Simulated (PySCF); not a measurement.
## Ta⁶⁹⁺ (tantalum, charge +69): Hartree-Fock from Schrödinger to Dirac-Coulomb-Breit

Occupied: 1s1/2, 2s1/2. Hartree-Fock calculated with PySCF 2.14 in an even-tempered Gaussian basis (19 s from 18 bohr⁻², ratio 2.3; 15 p from 22 bohr⁻², ratio 2.3), Gaussian nucleus throughout. NR is non-relativistic, sf-X2C the spin-free one-electron X2C Hamiltonian, X2C adds the bare one-electron spin-orbit term, X2C-SNSO screens it by Boettger's factors, DC is four-component Dirac-Coulomb, and the Gaunt and Breit terms are added at first order (total energies over the DC spinors, levels after relaxing the spinors in that mean field). QED terms are absent. Levels marked empty are virtual spinors of this ion.

```json
{"level (eV)": "1s1/2", "NR": "-70488.4", "sf-X2C": "-76146.8", "X2C": "-76146.8", "X2C-SNSO": "-76146.8"}
{"level (eV)": "2s1/2", "NR": "-17049.1", "sf-X2C": "-18783.0", "X2C": "-18783.0", "X2C-SNSO": "-18783.0"}
{"level (eV)": "2p1/2 (empty)", "NR": "-16633.6", "sf-X2C": "-17276.2", "X2C": "-18300.0", "X2C-SNSO": "-18266.9"}
{"level (eV)": "2p3/2 (empty)", "NR": "-16633.6", "sf-X2C": "-17276.2", "X2C": "-16868.7", "X2C-SNSO": "-16879.2"}
{"level (eV)": "3s1/2 (empty)", "NR": "-7363.2", "sf-X2C": "-7947.9", "X2C": "-7947.9", "X2C-SNSO": "-7947.9"}
```

Problem. Where do the four-component calculations put these levels?

Solution. 1s1/2: DC -76231.8, DC+Gaunt -76063.8, DC+Breit -76065.8; 2s1/2: DC -18793.4, DC+Gaunt -18773.1, DC+Breit -18775.1; 2p1/2 (empty): DC -18278.5, DC+Gaunt -18241.4, DC+Breit -18246.3; 2p3/2 (empty): DC -16881.4, DC+Gaunt -16861.6, DC+Breit -16866.5; 3s1/2 (empty): DC -7950.7, DC+Gaunt -7945.1, DC+Breit -7945.9 (eV).

```csv
Hamiltonian,E (hartree),E − E(DC) (hartree),CPU seconds
NR,-6546.9493,565.8217,0.5
sf-X2C,-7109.2209,3.5501,0.28
X2C,-7109.2209,3.5501,0.33
X2C-SNSO,-7109.2209,3.5501,0.3
DC,-7112.7711,0.0000,7.3
DC+Gaunt,-7105.7649,7.0061,12
DC+Breit,-7105.9179,6.8532,110
```

Weight of the small component: 1s1/2 0.0760, 2s1/2 0.0186, 2p1/2 0.0184, 2p3/2 0.0169, 3s1/2 0.00783.

Koopmans' value for the highest occupied level at DC+Breit: 18775.1 eV, against an ionisation energy of 18760 ± 50 eV (theoretical estimate listed by NIST; NIST Atomic Spectra Database, ionization energies); the former lacks relaxation, correlation, QED and recoil.

The whole ladder took 140 s of wall time on 1 thread of Intel(R) Xeon(R) Platinum 8375C CPU @ 2.90GHz (shared host), launched as `OMP_NUM_THREADS=1 python relrun2.py TASK.json OUT` (a driver that calls PySCF for each Hamiltonian).

Dirac-Coulomb iterations, started from the X2C spinors:

```
with_ssss True, with_gaunt False, with_breit False
light speed = 137.03599967994
init E= -7036.36564123628
cycle= 1 E= -7112.77080127824  delta_E= -76.4  |g|= 2.75  |ddm|= 0.115
cycle= 2 E= -7112.77105333338  delta_E= -0.000252  |g|= 0.0054  |ddm|= 0.00076
cycle= 3 E= -7112.77105333673  delta_E= -3.34e-09  |g|= 1.09e-05  |ddm|= 8.44e-06
```
